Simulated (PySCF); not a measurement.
Two species compared at the same levels of theory.

First species: C₄H₉F₃OSi.
Atom-mapped SMILES: `[CH3:1][CH2:2][CH2:3][O:4][Si:5]([F:6])([F:7])[CH2:8][F:9]` (hydrogens: H10, H11, H12 on C1; H13, H14 on C2; H15, H16 on C3; H17, H18 on C8)

Second species: C5H12N2Si.
Structure used (GFN2-xTB), in Å, numbered top down from 1:
```
atom  x, y, z in Å
C1    -3.0259   -1.4908   -1.1175
C2    -1.9090   -1.4311   -0.6917
C3    -0.5678   -1.3260   -0.1586
C4    -0.2762    0.0929    0.3399
C5    -0.2482    1.0840   -0.8344
N6    -0.0953    2.4386   -0.3244
N7     0.9540    0.1362    1.0969
Si8    2.4190   -0.6689    0.6903
H9    -4.0019   -1.5576   -1.4959
H10    0.1561   -1.5987   -0.9307
H11   -0.4573   -2.0191    0.6783
H12   -1.0933    0.3953    1.0147
H13   -1.1568    0.9418   -1.4426
H14    0.6232    0.8629   -1.4570
H15   -0.0001    3.0958   -1.0906
H16   -0.9194    2.7037    0.2066
H17    1.0770    1.0762    1.4489
H18    2.1866   -2.1114    0.8062
H19    3.3647   -0.1947    1.6965
H20    2.9654   -0.4186   -0.6550
```

Levels: PBE0/pcSseg-1 for dipole moment, HOMO energy, LUMO energy and HOMO–LUMO gap; GFN2-xTB for rotational constant A and rotational constant C. Geometries: GFN2-xTB. All species are isolated and taken at one optimised geometry, non-relativistic unless stated; the electronic structure was computed with PySCF and density fitting.

The conformers computed, where there is a choice (atom-mapped SMILES and torsion angles):
- `[CH3:1][CH2:2][CH2:3][O:4][Si:5]([F:6])([F:7])[CH2:8][F:9]`: C1–C2–C3–O4 180°, C2–C3–O4–Si5 -165°, C3–O4–Si5–F6 174°, O4–Si5–C8–F9 -24°
- `[CH:1]#[C:2][CH2:3][C@H:4]([CH2:5][NH2:6])[NH:7][SiH3:8]`: C2–C3–C4–C5 -67°, C3–C4–C5–N6 175°, C3–C4–N7–Si8 42°, H–N6–C5–C4 175°, H–N6–C5–C4 -66°

(1) Which has the higher rotational constant C?

(2) Which of the two has the higher HOMO–LUMO gap, and by how much?

(3) Which of the two has the higher dipole moment, and by how much?

(4) Which has the higher HOMO energy?

(5) Which has the higher LUMO energy?

(6) Which has the higher rotational constant A?

Answers

(1) The second: 0.781 GHz against 0.615 GHz, a difference of 0.166 GHz.

(2) The first: 9.30 eV against 7.46 eV, a difference of 1.84 eV.

(3) The second: 2.03 D against 1.83 D, a difference of 0.20 D.

(4) The second: -6.67 eV against -8.80 eV, a difference of 2.13 eV.

(5) The second: 0.79 eV against 0.50 eV, a difference of 0.29 eV.

(6) The second: 2.155 GHz against 1.849 GHz, a difference of 0.306 GHz.

On the first: A dipole of 1.83 D is allowed in C1, and pure rotational transitions are dipole-allowed. The dipole equals about 6.1 × 10⁻³⁰ C·m (1 D = 3.33564 × 10⁻³⁰ C·m).

On the second: A dipole of 2.03 D is allowed in C1, and pure rotational transitions are dipole-allowed. In atomic units the dipole is 0.80 e·bohr (1 au = 2.5417 D).
